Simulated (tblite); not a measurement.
Species: C5H14SSi.
SMILES with atom numbers: `[CH3:1][CH2:2][SiH:3]([CH2:4][CH3:5])[S:6][CH3:7]` (hydrogens: H8, H9, H10 on C1; H11, H12 on C2; H13 on Si3; H14, H15 on C4; H16, H17, H18 on C5; H19, H20, H21 on C7)

Geometry (GFN2-xTB, Å), atoms numbered from 1 in this order:
```
atom  x, y, z in Å
C1    -1.945   -1.822    0.334
C2    -0.519   -1.579   -0.146
Si3    0.150    0.122    0.390
C4    -0.989    1.527   -0.189
C5    -0.423    2.914    0.092
S6     2.079    0.500   -0.504
C7     2.994   -0.978    0.033
H8    -2.622   -1.082   -0.085
H9    -2.292   -2.809    0.035
H10   -2.001   -1.755    1.418
H11    0.122   -2.372    0.244
H12   -0.490   -1.666   -1.235
H13    0.349    0.145    1.847
H14   -1.175    1.431   -1.260
H15   -1.956    1.426    0.307
H16   -0.272    3.058    1.159
H17   -1.099    3.688   -0.267
H18    0.536    3.035   -0.406
H19    2.580   -1.859   -0.447
H20    4.023   -0.837   -0.278
H21    2.941   -1.069    1.113
```

All values are computed: GFN2-xTB (tblite) harmonic vibrations without scaling, gas phase. Errors from tens to a few hundred cm⁻¹ against measured bands are possible. Modes of hydrogen on silicon can be 10 to 20 % off. One conformer, not necessarily the lowest.

Harmonic wavenumbers (cm⁻¹): 38.1, 50.6, 56.3, 106.6, 111.2, 124.4, 158.7, 194.3, 230.5, 256.2, 269.8, 306.7, 491.4, 614.8, 641.6, 690.5, 722.0, 727.1, 743.8, 766.0, 944.2, 955.7, 978.8, 985.7, 1020.2, 1024.3, 1076.0, 1081.1, 1238.8, 1242.1, 1289.6, 1291.8, 1319.1, 1418.6, 1419.6, 1455.2, 1461.1, 1474.3, 1479.3, 1508.0, 1508.4, 1511.4, 1512.6, 2186.0, 2959.8, 2968.1, 2975.0, 2984.1, 3019.3, 3020.0, 3033.1, 3034.6, 3036.4, 3038.7, 3042.7, 3045.0, 3061.6.

A = 1676, B = 1386, C = 812.4 MHz; mass 134.059 u (most abundant isotopes); point group C1, symmetry number 1.

Question: What is the zero-point energy?

Answer: ½Σν̃ = 38950 cm⁻¹ = 111.36 kcal/mol.

Question: What is S at 350 K and 1 bar for an ideal gas of classical rigid rotors and harmonic oscillators?

Answer: Translation 41.41, rotation 30.00, vibration 45.38: S = 116.8 cal/(mol K).

Question: And Cp and H(350 K) − H(0)?

Answer: Cp = 47.15 cal/(mol K), of which vibrations give 39.20 (their classical limit is 57 R = 113.3); H(350 K) − H(0) = 10.42 kcal/mol without the zero-point energy, 7.64 from vibrations.

Question: How do the functions run with temperature in this model?

Answer: 
| T (K) | S (cal/(mol K)) | Cp (cal/(mol K)) | H − H(0) (kcal/mol) | G − H(0) (kcal/mol) | ln q(vib) |
| --- | --- | --- | --- | --- | --- |
| 50 | 61.7 | 16.6 | 0.58 | -2.50 | 1.03 |
| 100 | 75.6 | 23.7 | 1.60 | -5.95 | 3.03 |
| 298.15 | 109.7 | 42.1 | 8.10 | -24.59 | 10.21 |
| 373.15 | 119.9 | 49.4 | 11.53 | -33.20 | 12.58 |
| 500 | 135.9 | 60.6 | 18.53 | -49.44 | 16.40 |
| 750 | 163.8 | 77.1 | 35.87 | -87.01 | 23.39 |
| 1000 | 187.7 | 88.6 | 56.67 | -131.03 | 29.80 |

q(vib) and H(0) count from the zero-point level.

Question: Which modes carry the vibrational entropy at 350 K?

Answer: 38.1 cm⁻¹: 5.67; 50.6 cm⁻¹: 5.11; 56.3 cm⁻¹: 4.90; 106.6 cm⁻¹: 3.64; 111.2 cm⁻¹: 3.56; 124.4 cm⁻¹: 3.34 cal/(mol K); the other 51 give 19.15 together.

Question: What must be added to the electronic energy to get the Gibbs energy at 350 K and 1 bar?

Answer: ZPE + [H(350 K) − H(0)] − T·S = 111.36 + 10.42 − 40.88 = 80.90 kcal/mol.

Question: Blend soft modes into free rotors: weight 1/[1 + (100 cm⁻¹/ν̃)⁴] for the oscillator and the rest for a rotor with moment μB/(μ + B), μ = h/(8π²ν), B = 10⁻⁴⁴ kg m². What vibrational entropy results?

Answer: 40.43 cal/(mol K) in place of 45.38, which changes −T·S at 350 K by +1.73 kcal/mol.

Hindered rotation and anharmonicity are outside this model. Other conformers, if any are populated, would add a mixing term that is left out. The structure is chiral; the term R ln 2 for an equal mix with its mirror image is left out.

On an Arm Neoverse V2 with one thread, no GPU, shared host with 32 logical CPUs at a one-minute load of 10, this took 0.75 s. This covers the Hessian and the dipole derivatives.
